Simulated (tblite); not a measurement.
Compound: C3H11ClGeSi.
SMILES with atom numbers: `[CH3:1][CH2:2][GeH2:3][SiH2:4][CH2:5][Cl:6]` (hydrogens: H7, H8, H9 on C1; H10, H11 on C2; H12, H13 on Ge3; H14, H15 on Si4; H16, H17 on C5)

Computed with GFN2-xTB (tblite), gas phase: L-BFGS steps from a force-field or distance-geometry start until the largest atomic force falls under 0.01 eV/Å.

Step 39: E = -550.3184 eV
```
atom  x, y, z in Å  |  force x, y, z in eV/Å
C1      2.1566   -0.6309   -0.2064   -0.024   0.024   0.023
C2      1.4442    0.1969    0.8569   -0.023   0.021   0.022
Ge3     0.0953    1.4311    0.0550    0.090  -0.070  -0.051
Si4    -1.4778    0.3244   -1.2871    0.023   0.027   0.014
C5     -2.1497   -1.0633   -0.1556    0.008  -0.019  -0.002
Cl6    -2.5791   -0.2425    1.3682    0.011  -0.024   0.045
H7      1.4416   -1.2141   -0.7877    0.005   0.004   0.017
H8      2.8697   -1.3206    0.2454   -0.007   0.032  -0.014
H9      2.6949    0.0210   -0.8927    0.008  -0.020   0.003
H10     2.1750    0.7766    1.4252   -0.015  -0.006  -0.041
H11     0.9558   -0.4665    1.5743   -0.034   0.021  -0.040
H12     0.8757    2.4487   -0.7549   -0.011  -0.017   0.031
H13    -0.5026    2.2689    1.1503    0.002   0.044   0.046
H14    -2.6267    1.1537   -1.6525   -0.006  -0.007  -0.016
H15    -0.9309   -0.2895   -2.5033   -0.021  -0.028   0.006
H16    -3.0429   -1.5658   -0.5139   -0.006   0.028  -0.034
H17    -1.4062   -1.8163    0.0942    0.001  -0.011  -0.008
```

Step 40: E = -550.3195 eV
```
atom  x, y, z in Å  |  force x, y, z in eV/Å
C1      2.1565   -0.6317   -0.2055   -0.029   0.030   0.035
C2      1.4422    0.1987    0.8552    0.002   0.004   0.034
Ge3     0.0941    1.4332    0.0548    0.080  -0.078  -0.056
Si4    -1.4758    0.3245   -1.2896    0.009   0.019   0.005
C5     -2.1486   -1.0625   -0.1556    0.015  -0.011  -0.020
Cl6    -2.5554   -0.2487    1.3778    0.009  -0.027   0.040
H7      1.4404   -1.2181   -0.7833    0.036   0.011   0.022
H8      2.8710   -1.3171    0.2527   -0.029   0.036  -0.040
H9      2.6958    0.0182   -0.8942   -0.013  -0.036   0.016
H10     2.1735    0.7748    1.4257    0.000   0.027  -0.043
H11     0.9557   -0.4635    1.5747   -0.057   0.007  -0.047
H12     0.8725    2.4533   -0.7526   -0.006  -0.012   0.028
H13    -0.5103    2.2673    1.1498    0.009   0.043   0.043
H14    -2.6225    1.1571   -1.6580    0.001  -0.018  -0.007
H15    -0.9371   -0.2950   -2.5077   -0.018  -0.019   0.023
H16    -3.0493   -1.5544   -0.5103   -0.007   0.029  -0.023
H17    -1.4097   -1.8243    0.0814   -0.002  -0.004  -0.009
```

Step 41: E = -550.3206 eV
```
atom  x, y, z in Å  |  force x, y, z in eV/Å
C1      2.1559   -0.6319   -0.2041   -0.024   0.026   0.034
C2      1.4400    0.2008    0.8538    0.027  -0.013   0.036
Ge3     0.0946    1.4349    0.0540    0.039  -0.056  -0.033
Si4    -1.4736    0.3250   -1.2913   -0.007   0.003  -0.003
C5     -2.1473   -1.0619   -0.1557    0.016   0.003  -0.030
Cl6    -2.5333   -0.2566    1.3881    0.009  -0.033   0.024
H7      1.4398   -1.2219   -0.7787    0.052   0.012   0.022
H8      2.8718   -1.3127    0.2594   -0.039   0.028  -0.053
H9      2.6963    0.0147   -0.8957   -0.030  -0.037   0.024
H10     2.1720    0.7726    1.4258    0.018   0.062  -0.034
H11     0.9540   -0.4605    1.5735   -0.078  -0.010  -0.041
H12     0.8698    2.4583   -0.7500    0.006  -0.003   0.019
H13    -0.5166    2.2676    1.1500    0.028   0.021   0.016
H14    -2.6179    1.1604   -1.6638    0.006  -0.026   0.002
H15    -0.9444   -0.3017   -2.5110   -0.011  -0.008   0.038
H16    -3.0550   -1.5428   -0.5081   -0.005   0.028  -0.010
H17    -1.4132   -1.8324    0.0692   -0.007   0.002  -0.011
```

Q: Estimate the geometry and energy of step 42. (The exact step hangs on the optimiser's Hessian estimate; all steps are aligned on step 41, rigid shifts and turns removed.)

A: E = -550.3216 eV, largest force 0.090 eV/Å
```
atom  x, y, z in Å  |  force x, y, z in eV/Å
C1      2.1549   -0.6314   -0.2027   -0.011   0.014   0.023
C2      1.4385    0.2024    0.8531    0.035  -0.019   0.029
Ge3     0.0963    1.4359    0.0529   -0.011  -0.015   0.002
Si4    -1.4717    0.3257   -1.2919   -0.017  -0.011  -0.006
C5     -2.1459   -1.0616   -0.1559    0.012   0.018  -0.028
Cl6    -2.5185   -0.2648    1.3964    0.010  -0.036   0.008
H7      1.4400   -1.2245   -0.7749    0.046   0.007   0.014
H8      2.8717   -1.3084    0.2635   -0.030   0.006  -0.046
H9      2.6963    0.0113   -0.8969   -0.038  -0.020   0.022
H10     2.1712    0.7713    1.4256    0.029   0.082  -0.016
H11     0.9506   -0.4584    1.5711   -0.084  -0.020  -0.026
H12     0.8685    2.4625   -0.7477    0.018   0.004   0.007
H13    -0.5195    2.2695    1.1506    0.047  -0.010  -0.020
H14    -2.6139    1.1625   -1.6686    0.006  -0.026   0.010
H15    -0.9510   -0.3080   -2.5119   -0.001  -0.002   0.043
H16    -3.0584   -1.5337   -0.5078   -0.007   0.024   0.000
H17    -1.4160   -1.8384    0.0606   -0.005   0.003  -0.016
```

The energy changes by -0.0010 eV. The first-order estimate −F·Δx gives -0.0014 eV and the mean of the old and new forces, exact on a quadratic surface, -0.0010 eV. The step makes an angle of 77° with the force vector and moves no atom by more than 0.019 Å.

The cost below is that of the whole relaxation. Time: 1.2 s of wall time. Hardware: one thread, Arm Neoverse N1 (aarch64), no GPU, shared host with 64 logical CPUs at a one-minute load of 61.
